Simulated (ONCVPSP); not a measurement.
u(r) = r·R(r): atom against pseudo-atom (nickel)

Columns: radius, all-electron u(r) and pseudo u(r) of the 3p shell (level -71.26 eV) of nickel in the configuration [Ne] 3s2 3p6 3d8 4s2; LDA (Perdew-Zunger), scalar-relativistic, ONCV scheme, ONCVPSP 4.0.1.

```
r (bohr)  all-electron  pseudo
   0.062       -0.4004  0.0322
   0.125       -0.6434  0.1264
   0.188       -0.4925  0.2704
   0.250       -0.1389  0.4437
   0.312        0.2586  0.6286
   0.375        0.6161  0.8085
   0.438        0.8898  0.9637
   0.500        1.0710  1.0809
   0.562        1.1752  1.1575
   0.625        1.2172  1.1935
   0.688        1.2113  1.1915
   0.750        1.1725  1.1593
   0.812        1.1124  1.1048
   0.875        1.0381  1.0343
   0.938        0.9571  0.9554
   1.000        0.8754  0.8746
   1.062        0.7948  0.7944
   1.125        0.7161  0.7159
   1.188        0.6419  0.6418
   1.250        0.5741  0.5740
   1.312        0.5117  0.5116
   1.375        0.4539  0.4538
   1.438        0.4017  0.4016
   1.500        0.3554  0.3553
   1.562        0.3139  0.3138
   1.625        0.2762  0.2761
```

Problem. How many radial nodes do the two functions have?

Solution. The all-electron 3p function has n − l − 1 = 1; the pseudo-wave has 0, since the states of the same l below it are removed with the core.

Problem. At about which radius was the pseudo-wave matched?

Solution. 1.25 bohr. The columns agree to 0.0005 from 1.06 bohr on; several derivatives are matched, so the curves merge somewhat inside the radius.

Problem. Where does each function peak?

Solution. Outermost all-electron maximum near 0.62 bohr, pseudo maximum near 0.62 bohr (to the table’s step).

Problem. Is the pseudo-wave norm-conserving?

Solution. Yes: the ONCV scheme keeps the norm inside the radius equal to the all-electron one, which fixes the energy derivative of the logarithmic derivative at the level.
